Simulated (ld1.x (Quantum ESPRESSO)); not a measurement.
# PBE RRKJ dataset for Se, scalar-relativistic all-electron reference.

ld1.x (Quantum ESPRESSO) 7.5 was run on this input:

```
&input
   title='Se', zed=34., rel=1, dft='PBE', iswitch=3,
   config='[Ar] 3d10 4s2 4p3.5',
   nld=3, rlderiv=1.85, eminld=-6.0, emaxld=5.0, deld=0.02
 /
 &inputp
   pseudotype=2, tm=.false., lloc=0,
   nlcc=.false.,
   file_pseudopw='Se.UPF', file_wfcaegen='ae.wfc', file_wfcncgen='nc.wfc', file_beta='beta', file_chi='chi'
 /
3
4P  2  1   3.50   0.00  1.70  1.70  0.0
3D  3  2  10.00   0.00  0.60  0.60  0.0
4S  1  0   2.00   0.00  1.40  1.40  0.0
 &test
   configts(1)='3d10 4s2 4p3.5'
 /
```

Command:

```bash
ld1.x < Se.in > Se.out
```

Resulting log (shortened: banner, matrices, multipoles, cross overlaps and the repeated all-electron block are left out):

```
Program LD1 v.7.5
     --------------------------- All-electron run ----------------------------

     Se
     scalar relativistic calculation

     atomic number is 34.00
     dft =PBE   lsd =0 sic =0 latt =0  beta=0.20 tr2=1.0E-14
     Exchange-correlation= PBE
                           (   1   4   3   4   0   0   0)
     mesh =1211 r(mesh) =  99.34906 a.u. xmin = -7.00 dx = 0.01250
     1 Ry =  13.60569312 eV, c = 137.03599908

     n l     nl                  e(Ry)          e(Ha)          e(eV)
     1 0     1S 1( 2.00)      -919.4826      -459.7413    -12510.1980
     2 0     2S 1( 2.00)      -118.4963       -59.2482     -1612.2247
     2 1     2P 1( 6.00)      -104.2684       -52.1342     -1418.6437
     3 0     3S 1( 2.00)       -16.0609        -8.0305      -218.5202
     3 1     3P 1( 6.00)       -11.6118        -5.8059      -157.9866
     3 2     3D 1(10.00)        -4.2721        -2.1361       -58.1252
     4 0     4S 1( 2.00)        -1.6094        -0.8047       -21.8965
     4 1     4P 1( 3.50)        -0.7931        -0.3966       -10.7907

     final scf error:  5.5E-15 reached in  35 iterations

     Etot =   -4859.614169 Ry,   -2429.807084 Ha,  -66118.419074 eV

     Ekin =    4958.918176 Ry,    2479.459088 Ha,   67469.518921 eV
     Encl =  -11703.552003 Ry,   -5851.776002 Ha, -159234.937008 eV
     Eh   =    2060.347300 Ry,    1030.173650 Ha,   28032.453091 eV
     Exc  =    -175.327641 Ry,     -87.663820 Ha,   -2385.454079 eV

     normalization and overlap integrals

     s(1S/1S) =  1.000000  <r> =   0.0441  <r2> =    0.0026  r(max) =   0.0287
     s(2S/2S) =  1.000000  <r> =   0.1959  <r2> =    0.0453  r(max) =   0.1651
     s(2P/2P) =  1.000000  <r> =   0.1711  <r2> =    0.0359  r(max) =   0.1318
     s(3S/3S) =  1.000000  <r> =   0.5740  <r2> =    0.3794  r(max) =   0.5021
     s(3P/3P) =  1.000000  <r> =   0.5895  <r2> =    0.4078  r(max) =   0.5021
     s(3D/3D) =  1.000000  <r> =   0.6303  <r2> =    0.4971  r(max) =   0.4544
     s(4S/4S) =  1.000000  <r> =   1.7709  <r2> =    3.5940  r(max) =   1.5085
     s(4P/4P) =  1.000000  <r> =   2.2027  <r2> =    5.6728  r(max) =   1.7747

     ------------------------ End of All-electron run ------------------------

     --------------------- Generating NC pseudopotential ---------------------

      Generating local pot.: lloc=0, matching radius rcloc =   1.4000

      Wfc   4P  rcut= 1.688  Estimated cut-off energy=       60.65 Ry
      This function has    0 nodes for 0 < r <    1.688

      Wfc   3D  rcut= 0.606  Estimated cut-off energy=      632.26 Ry
      This function has    0 nodes for 0 < r <    0.606

     ------------------- End of pseudopotential generation -------------------

     Computing logarithmic derivative in   1.85412

       Warning: n=3, l=2 expected 0 nodes, found 1
       Setting wfc to zero for this iteration
       (This warning will only be printed once per wavefunction)

     Computing logarithmic derivative in   1.85412
     Computing the partial wave expansion
       no projector for channel:   0
     R is outside the sphere for l=    1 j= 0.00
     R is outside the sphere for l=    2 j= 0.00

     ---------------------- Testing the pseudopotential ----------------------

     Se
     scalar relativistic calculation

     atomic number is 34.00   valence charge is 16.00
     dft =PBE   lsd =0 sic =0 latt =0  beta=0.20 tr2=1.0E-14
     mesh =1211 r(mesh) =  99.34906 xmin = -7.00 dx = 0.01250

     n l     nl             e AE (Ry)        e PS (Ry)    De AE-PS (Ry)
     3 2     3D   1(10.00)       -4.27213       -4.27213        0.00000
     1 0     4S   1( 2.00)       -1.60936       -1.60937        0.00001
     2 1     4P   1( 3.50)       -0.79310       -0.79310        0.00000

     eps = 7.2E-15  iter = 27

     Etot =   -4859.614169 Ry,   -2429.807084 Ha,  -66118.419074 eV
     Etotps =  -260.325631 Ry,    -130.162815 Ha,   -3541.910641 eV

     Ekin =     360.388206 Ry,     180.194103 Ha,    4903.331332 eV
     Encl =    -384.601161 Ry,    -192.300580 Ha,   -5232.765370 eV
     Ehrt =     220.033732 Ry,     110.016866 Ha,    2993.711429 eV
     Ecxc =     -28.081724 Ry,     -14.040862 Ha,    -382.071314 eV
     Epseu=    -428.064683 Ry,    -214.032342 Ha,   -5824.116717 eV

     ---------------------- End of pseudopotential test ----------------------
```

Generation and configuration tests took about 2.8 s on one core of a shared server CPU.

Transferability test of the new file with ld1.x, input:

```
&input
   title='Se', zed=34., rel=1, dft='PBE', iswitch=2,
   config='[Ar] 3d10 4s2 4p3.5'
 /
 &test
   file_pseudo='Se.UPF', nconf=8,
   configts(1)='3d10 4s2 4p3.5',
   configts(2)='3d10 4s2 4p4',
   configts(3)='3d10 4s2 4p3',
   configts(4)='3d10 4s2 4p2',
   configts(5)='3d9 4s2 4p5',
   configts(6)='3d10 4s2 4p4.3',
   configts(7)='3d10 4s2 4p0',
   configts(8)='3d10 4s0 4p6'
 /
```

```bash
ld1.x < Se.test.in > Se.test.out
```

Pseudopotential blocks of its output, shortened (energy terms left out; the distinct warnings before each block abridged to one line each):

```
     Warning: n=3, l=2 expected 0 nodes, found 1
     ---------------------- Testing the pseudopotential ----------------------

     n l     nl             e AE (Ry)        e PS (Ry)    De AE-PS (Ry)
     3 2     3D   1(10.00)       -4.27213       -4.27213        0.00000
     1 0     4S   1( 2.00)       -1.60936       -1.60937        0.00001
     2 1     4P   1( 3.50)       -0.79310       -0.79310        0.00000

     eps = 9.6E-15  iter = 20

     Etot =   -4859.614169 Ry,   -2429.807084 Ha,  -66118.419074 eV
     Etotps =  -260.325631 Ry,    -130.162815 Ha,   -3541.910642 eV

     ---------------------- End of pseudopotential test ----------------------

          ---------------------- Testing the pseudopotential ----------------------

     n l     nl             e AE (Ry)        e PS (Ry)    De AE-PS (Ry)
     3 2     3D   1(10.00)       -3.90463       -3.90715        0.00252
     1 0     4S   1( 2.00)       -1.27058       -1.27063        0.00005
     2 1     4P   1( 4.00)       -0.47858       -0.47855       -0.00003

     eps = 8.1E-15  iter = 23

     Etot =   -4859.930912 Ry,   -2429.965456 Ha,  -66122.728588 eV
     Etotps =  -260.642420 Ry,    -130.321210 Ha,   -3546.220779 eV
     dEtot_ae =      -0.316743 Ry
     dEtot_ps =      -0.316789 Ry,   Delta E=       0.000046 Ry

     ---------------------- End of pseudopotential test ----------------------

          ---------------------- Testing the pseudopotential ----------------------

     n l     nl             e AE (Ry)        e PS (Ry)    De AE-PS (Ry)
     3 2     3D   1(10.00)       -4.67522       -4.67155       -0.00366
     1 0     4S   1( 2.00)       -1.97407       -1.97399       -0.00008
     2 1     4P   1( 3.00)       -1.13236       -1.13235       -0.00000

     eps = 5.8E-15  iter = 20

     Etot =   -4859.133820 Ry,   -2429.566910 Ha,  -66111.883602 eV
     Etotps =  -259.845206 Ry,    -129.922603 Ha,   -3535.374128 eV
     dEtot_ae =       0.480348 Ry
     dEtot_ps =       0.480425 Ry,   Delta E=      -0.000077 Ry

     ---------------------- End of pseudopotential test ----------------------

          ---------------------- Testing the pseudopotential ----------------------

     n l     nl             e AE (Ry)        e PS (Ry)    De AE-PS (Ry)
     3 2     3D   1(10.00)       -5.57233       -5.55740       -0.01493  !
     1 0     4S   1( 2.00)       -2.76610       -2.76540       -0.00069
     2 1     4P   1( 2.00)       -1.87154       -1.87111       -0.00043

     eps = 6.9E-15  iter = 26

     Etot =   -4857.638255 Ry,   -2428.819128 Ha,  -66091.535400 eV
     Etotps =  -258.349555 Ry,    -129.174777 Ha,   -3515.024760 eV
     dEtot_ae =       1.975914 Ry
     dEtot_ps =       1.976076 Ry,   Delta E=      -0.000162 Ry

     ---------------------- End of pseudopotential test ----------------------

          ---------------------- Testing the pseudopotential ----------------------

     n l     nl             e AE (Ry)        e PS (Ry)    De AE-PS (Ry)
     3 2     3D   1( 9.00)       -4.75108       -4.96680        0.21572  !
     1 0     4S   1( 2.00)       -1.43513       -1.44098        0.00584  !
     2 1     4P   1( 5.00)       -0.57288       -0.56807       -0.00481

     eps = 6.2E-15  iter = 30

     Etot =   -4856.133039 Ry,   -2428.066519 Ha,  -66071.055886 eV
     Etotps =  -256.734555 Ry,    -128.367278 Ha,   -3493.051572 eV
     dEtot_ae =       3.481130 Ry
     dEtot_ps =       3.591075 Ry,   Delta E=      -0.109945 Ry

     ---------------------- End of pseudopotential test ----------------------

          ---------------------- Testing the pseudopotential ----------------------

     n l     nl             e AE (Ry)        e PS (Ry)    De AE-PS (Ry)
     3 2     3D   1(10.00)       -3.70386       -3.70740        0.00354
     1 0     4S   1( 2.00)       -1.08231       -1.08237        0.00006
     2 1     4P   1( 4.30)       -0.30396       -0.30391       -0.00005

     eps = 7.0E-15  iter = 24

     Etot =   -4860.047981 Ry,   -2430.023990 Ha,  -66124.321392 eV
     Etotps =  -260.759495 Ry,    -130.379748 Ha,   -3547.813674 eV
     dEtot_ae =      -0.433812 Ry
     dEtot_ps =      -0.433865 Ry,   Delta E=       0.000053 Ry

     ---------------------- End of pseudopotential test ----------------------

          ---------------------- Testing the pseudopotential ----------------------

     n l     nl             e AE (Ry)        e PS (Ry)    De AE-PS (Ry)
     3 2     3D   1(10.00)       -7.66598       -7.60760       -0.05838  !
     1 0     4S   1( 2.00)       -4.53649       -4.52835       -0.00814  !
     2 1     4P   1( 0.00)       -3.53323       -3.52506       -0.00817  !

     eps = 7.1E-15  iter = 34

     Etot =   -4852.269044 Ry,   -2426.134522 Ha,  -66018.483566 eV
     Etotps =  -252.985487 Ry,    -126.492743 Ha,   -3442.042894 eV
     dEtot_ae =       7.345124 Ry
     dEtot_ps =       7.340144 Ry,   Delta E=       0.004980 Ry

     ---------------------- End of pseudopotential test ----------------------

          ---------------------- Testing the pseudopotential ----------------------

     n l     nl             e AE (Ry)        e PS (Ry)    De AE-PS (Ry)
     3 2     3D   1(10.00)       -4.13339       -4.15198        0.01860  !
     1 0     4S   1( 0.00)       -1.38798       -1.38930        0.00132
     2 1     4P   1( 6.00)       -0.56637       -0.56628       -0.00010

     eps = 2.3E-15  iter = 19

     Etot =   -4858.316587 Ry,   -2429.158293 Ha,  -66100.764575 eV
     Etotps =  -259.026601 Ry,    -129.513301 Ha,   -3524.236448 eV
     dEtot_ae =       1.297582 Ry
     dEtot_ps =       1.299029 Ry,   Delta E=      -0.001448 Ry

     ---------------------- End of pseudopotential test ----------------------
```
